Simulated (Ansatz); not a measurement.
BClF$_{2}$ (SMILES FB(F)Cl), singlet, geometry from GFN2-xTB; MP2/cc-pVQZ in Ansatz (an electronic-structure program).

Ansatz was given this input:
Ansatz 0.2 input:
```yaml
crystal:
  periodic: [false, false, false]
  atoms:
    - {symbol: B, position_ang: [-0.32264403, 0.18041159, -0.16795807]}
    - {symbol: F, position_ang: [-1.47651601, -0.43308098, -0.29772557]}
    - {symbol: F, position_ang: [-0.27807825, 1.41419056, -0.61565959]}
    - {symbol: Cl, position_ang: [1.02379814, -0.57247318, 0.53295628]}
basis:
  gaussian:
    orbitals: cc-pVQZ
magnetization: {spin_polarized: false}
correlation: {method: mp2}
```

Output, abridged:

```
Functional definition: HF
1385 factors; integrals over basis functions are off by at most 7.1e-4 eV
mean field evaluation 1: about -18593.1528 eV, gradient 3.4e1 eV
mean field evaluation 2: about -18593.2545 eV, gradient 3.4e1 eV
mean field evaluation 4: about -18595.2189 eV, gradient 2.0e0 eV
mean field evaluation 8: about -18595.2394 eV, gradient 1.4e-1 eV
mean field -18595.23948972 eV, -683.3624469410 hartree, gradient 2.5e-6 eV, S^2 0.000000; 0 other end points of the search recorded, 0 dependent functions left out
8 core orbitals not correlated
reference -18595.23948972 eV, -683.3624469410 hartree; 12, 12 occupied and 204, 204 virtual orbitals, 1385 factors
second order -23.15926794 eV of doubles, -0.00000000 eV of singles
Total energy: -18618.39875765 eV, -684.2135343398 hartree
```
